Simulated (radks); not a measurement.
Results of a calculation; reference values are marked as such.
Tb V, 61 electrons, occupied as [Kr] 4d10 4f7 5s2 5p5 5f1 (not the ground configuration).

Level of theory: Dirac Kohn-Sham, PBE, spin-unpolarised, spherical densities, point nucleus; open shells are shared between the two j in proportion to 2j + 1 (a radial shooting solver on a logarithmic mesh with Libxc functionals).

Energy parts (hartree):
| part | energy |
|---|---|
| total | -11713.7076 |
| kinetic | 12813.8599 |
| electron-nucleus | -28704.7709 |
| Hartree | 4432.1546 |
| exchange-correlation | -254.9511 |

Orbitals (lengths in bohr, moments of r in powers of bohr; r(max) is where P^2 peaks):
| orbital | occ. | eigenvalue (hartree) | r(max) | small-component weight |
|---|---|---|---|---|
| 1s1/2 | 2 | -1906.090 | 0.01364 | 5.88e-02 |
| 2s1/2 | 2 | -317.7126 | 0.07766 | 1.30e-02 |
| 2p1/2 | 2 | -302.0027 | 0.05859 | 1.31e-02 |
| 2p3/2 | 4 | -274.5677 | 0.06451 | 1.21e-02 |
| 3s1/2 | 2 | -72.28841 | 0.2200 | 4.14e-03 |
| 3p1/2 | 2 | -65.46445 | 0.2073 | 4.08e-03 |
| 3p3/2 | 4 | -59.80158 | 0.2198 | 3.81e-03 |
| 3d3/2 | 4 | -48.05693 | 0.1744 | 3.69e-03 |
| 3d5/2 | 6 | -46.82200 | 0.1779 | 3.61e-03 |
| 4s1/2 | 2 | -16.14427 | 0.5046 | 1.33e-03 |
| 4p1/2 | 2 | -13.46711 | 0.5083 | 1.25e-03 |
| 4p3/2 | 4 | -12.19565 | 0.5346 | 1.15e-03 |
| 4d3/2 | 4 | -7.78357 | 0.5404 | 9.85e-04 |
| 4d5/2 | 6 | -7.55177 | 0.5489 | 9.59e-04 |
| 4f5/2 | 3 | -2.29234 | 0.5406 | 6.15e-04 |
| 4f7/2 | 4 | -2.25825 | 0.5451 | 6.05e-04 |
| 5s1/2 | 2 | -3.66483 | 1.150 | 3.10e-04 |
| 5p1/2 | 1.66667 | -2.87579 | 1.236 | 2.61e-04 |
| 5p3/2 | 3.33333 | -2.67110 | 1.303 | 2.38e-04 |
| 5d3/2 | 0 | -1.56957 | 1.592 | 1.49e-04 |
| 5d5/2 | 0 | -1.54438 | 1.617 | 1.45e-04 |
| 5f5/2 | 0.428571 | -0.70165 | 2.966 | 5.14e-05 |
| 5f7/2 | 0.571429 | -0.69982 | 2.982 | 5.14e-05 |
| 6s1/2 | 0 | -1.30152 | 2.588 | 8.17e-05 |
| 6p1/2 | 0 | -1.07869 | 2.905 | 6.72e-05 |
| 6p3/2 | 0 | -1.03455 | 3.039 | 6.31e-05 |
| 6f5/2 | 0 | -0.41359 | 6.338 | 2.86e-05 |
| 6f7/2 | 0 | -0.41262 | 6.355 | 2.85e-05 |

The highest occupied level is 5f7/2 at -19.043 eV. The configuration is held as typed, so some empty levels lie below it. Summed over all electrons, <r^2> = 41.30 bohr^2, which gives a Langevin (diamagnetic) susceptibility term of -32.7 x 10^-6 cm^3/mol.
